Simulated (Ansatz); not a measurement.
Mulliken charges of ClF2GeI, SMILES `[F][Ge]([F])([Cl])[I]` from PBE/def2-TZVPP in Ansatz (PBE0-D4/def2-TZVP geometry).

```
atom   x (Å)   y (Å)   z (Å)  charge (e)
  F1   1.325  -1.091   0.451      -0.289
 Ge2   0.005  -0.078   0.054       0.910
  F3  -0.862   0.123   1.515      -0.289
 Cl4  -1.230  -1.119  -1.299      -0.206
  I5   0.812   2.091  -0.762      -0.127
```

Q: By hand: the dipole of these point charges (1 e Å = 4.8032 D).

A: Σ q r = (0.021, 0.174, -0.155) e Å, of length 0.234 e Å = 1.12 D.

Q: How does the dipole of the full density compare? (Best estimate.)

A: Computed: (0.034, 0.299, -0.271) e Å, 1.95 D; the point charges give 0.57 times that, at 1° from its direction.

Point charges leave out the atoms' own dipoles, such as those of lone pairs, and Mulliken's split depends on the basis, so the two needn't agree.
